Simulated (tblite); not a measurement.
Compound: C₆H₈F₂ (charge +1 and doublet state).
Geometry (GFN2-xTB, Å), atoms numbered from 1 in this order:
```xyz
16
C6H8F2 angstrom
C      2.929   -0.387    0.071
C      1.689    0.127   -0.176
F      1.615    1.272   -0.850
C      0.479   -0.478    0.238
C     -0.809    0.002    0.037
C     -1.129    1.261   -0.642
C     -1.948   -0.797    0.544
F     -1.571   -1.946    1.154
H      3.058   -1.308    0.613
H      3.810    0.132   -0.274
H      0.589   -1.415    0.770
H     -0.634    2.104   -0.149
H     -0.715    1.275   -1.656
H     -2.198    1.447   -0.686
H     -2.633   -1.067   -0.277
H     -2.540   -0.215    1.271
```

The geometry is computed with GFN2-xTB (gas phase). This method treats the open shell by occupation alone, without spin polarisation.

Masses are those of the commonest isotopes; rigid-rotor values at the optimised geometry. The values belong to one conformer with, in the numbering `[CH2+:1][C:2]([F:3])/[CH:4]=[C:5](\[CH3:6])[CH2:7][F:8]`, H–C1–C2–F3 180° and 0°, C1–C2–C4–C5 179°, C4–C5–C7–F8 -1°.

**Question.** What are A, B and C (MHz)?

**Answer.** Ia = 148.29, Ib = 401.52, Ic = 543.59 u·Å²; 505379 MHz·u·Å²/I gives A = 3408, B = 1259, C = 929.7 MHz.

**Question.** What kind of rotor is it?

**Answer.** An asymmetric top. Ray's parameter κ = (2B − A − C)/(A − C) = -0.735; −1 is the prolate and +1 the oblate limit.

**Question.** What does the inertial defect say?

**Answer.** Not planar: Δ = Ic − Ia − Ib = -6.21 u·Å². For a rigid frame Δ = −2 Σ m c², so Σ m c² = 3.11 u·Å² lies off the ab plane: 3.08 from hydrogen and 0.03 from heavier atoms. The atom farthest from that plane is 0.89 Å away.

For this open shell read J as N, the rotation without spin; fine and hyperfine splittings come on top. Its GFN2-xTB frequencies are all real (lowest 55 cm⁻¹). These are rigid-rotor constants of the computed structure; measured ground-state constants (B0) also hold zero-point vibration.
